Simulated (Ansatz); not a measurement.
The cluster IrPt₃⁻. The state is a singlet with charge -1. Geometry relaxed at PBE-D4/def2-SVPD.

```xyz
4

Ir    0.5545   -0.0888   -0.0214
Pt   -1.5137    0.0407   -1.3915
Pt    2.5430    1.0021    0.5122
Pt   -1.5838   -0.9540    0.9007
```

In the def2 sets Ir, Pt take a core potential; there is no spin–orbit coupling. The restricted singlet is unstable towards broken spin symmetry at other levels; at PBE-D4/def2-SVPD this wasn't settled. The relaxation made no stability test and no search for a lower SCF solution. The geometry of the singlet was relaxed on an unsound state (an occupied level 0.07 eV above an empty one). At PBE0-D4/def2-TZVPD a quintet of charge -1 lies 0.47 eV below the restricted singlet, each at its own geometry. The structure comes from a short search, and lower isomers may exist.

(1) Estimate the harmonic wavenumbers at RKS PBE-D4/def2-SVPD (Ansatz, unscaled). Is this a minimum?

## Answers

(1) 32, 33, 97, 124, 189, 263 cm⁻¹. Yes, no mode is imaginary beyond noise. Zero-point energy 4.4 kJ/mol. Hardware: 4 threads of AMD EPYC 9R45 on a shared host. Wall time 18 s.
